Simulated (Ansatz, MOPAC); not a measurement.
Molecule: C$_{2}$H$_{7}$GeO, net charge 0, doublet state. SMILES: [CH2]C[O][GeH3]

Atoms: C1, C2, O3, Ge4, H5, H6, H7, H8, H9, H10, H11. Bonds: C1-C2, C1-H5, C1-H6, C2-O3, C2-H7, C2-H8, O3-Ge4, Ge4-H9, Ge4-H10, Ge4-H11.

Bond lengths (Å) and angles (degrees) optimised at AM1 with MOPAC; HF/3-21G with Ansatz (a program for electronic structure); HF/6-31G* with LANL2DZ past Ar with Ansatz, each started from the B3LYP-D3(BJ)/def2-TZVP structure (Ansatz) of the last column. A row stands for all coordinates that are equal there; 13 of 24 kinds are shown. 6-31G* holds six Cartesian d functions.

| coordinate | AM1 | HF/3-21G | HF/6-31G* with LANL2DZ past Ar | B3LYP-D3(BJ)/def2-TZVP |
|---|---|---|---|---|
| C1-C2 | 1.469 | 1.497 | 1.493 | 1.477 |
| C1-H5 | 1.089 | 1.070 | 1.073 | 1.080 |
| C1-H6 | 1.089 | 1.073 | 1.075 | 1.081 |
| C2-O3 | 1.399 | 1.430 | 1.401 | 1.419 |
| C2-H7 | 1.131 | 1.089 | 1.091 | 1.103 |
| C2-H8 | 1.131 | 1.090 | 1.094 | 1.107 |
| O3-Ge4 | 1.877 | 1.733 | 1.752 | 1.791 |
| Ge4-H9 | 1.540 | 1.531 | 1.527 | 1.531 |
| C1-C2-O3 | 109.4 | 108.5 | 109.5 | 110.1 |
| C2-O3-Ge4 | 109.7 | 131.3 | 122.1 | 118.7 |
| C2-C1-H5 | 120.3 | 118.6 | 119.1 | 119.7 |
| C2-C1-H6 | 119.2 | 120.2 | 119.8 | 120.2 |
| C1-C2-H7 | 109.5 | 110.3 | 109.8 to 110.2 | 110.1 |

A range marks coordinates that this level makes unequal.

Mean signed difference of all 10 bond lengths from B3LYP-D3(BJ)/def2-TZVP: AM1 0.013 Å, HF/3-21G -0.007 Å, HF/6-31G* with LANL2DZ past Ar -0.010 Å.
